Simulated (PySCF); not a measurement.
Molecule: `InChI=1S/C5H4O3/c6-5(7)4-1-2-8-3-4/h1-3H,(H,6,7)`.

Cartesian coordinates in Å; atom numbers follow the order of the lines, from 1:
```xyz
12

O     2.123   -1.143    0.906
C     1.564   -0.238    0.339
O     2.217    0.826   -0.153
C     0.118   -0.160    0.102
C    -0.645    0.853   -0.569
C    -1.937    0.434   -0.510
O    -2.020   -0.751    0.144
C    -0.785   -1.105    0.510
H     3.154    0.684    0.050
H    -0.263    1.761   -1.026
H    -2.875    0.846   -0.871
H    -0.668   -2.041    1.050
```

Geometry PBE0-D3(BJ)/def2-SVP throughout; GIAO in PySCF 2.14, gas phase, one conformer, non-relativistic; equivalent atoms averaged; basis pcSseg-1.

Question: How do the shifts δ (against H2O, TMS at the same level) depend on the functional? (a selection of nuclei; ppm; last column core-seconds on shared hosts with different chips, so compare them loosely)

Answer: 
```csv
functional,kind,O1,O3,C8,C6,C4,C5,H12,H11,H10,core-s
HF,Hartree–Fock,384.2,175.3,162.8,148.4,119.4,117.3,8.56,7.51,7.08,7.1
LDA,LDA,421.0,231.8,156.5,150.3,127.6,119.7,8.00,7.25,6.86,19
PBE0,global hybrid,405.7,207.7,154.9,147.0,122.6,116.6,8.16,7.35,6.92,15
WP04,global hybrid,395.2,199.4,156.3,148.1,124.4,118.0,7.96,7.16,6.70,14
B97-2,global hybrid,394.5,203.3,151.8,144.0,119.9,114.0,8.12,7.32,6.85,14
BHandHLYP,global hybrid,405.9,197.7,159.8,149.7,123.7,118.6,8.28,7.38,6.95,14
CAM-B3LYP,range-separated hybrid,412.1,208.7,159.4,150.8,125.9,119.7,8.16,7.33,6.91,20
wB97X-D,range-separated hybrid,402.0,203.0,156.7,148.3,123.4,117.7,8.18,7.36,6.93,19
```

Question: Which nucleus among those listed moves most, in ppm?

Answer: O3 (acid hydroxyl oxygen): from 175.3 ppm with HF to 231.8 ppm with LDA. The smallest spread is 0.35 ppm, at H11. Proton shifts span only some 12 ppm, so a few tenths of a ppm matter as much there as several ppm in carbon.
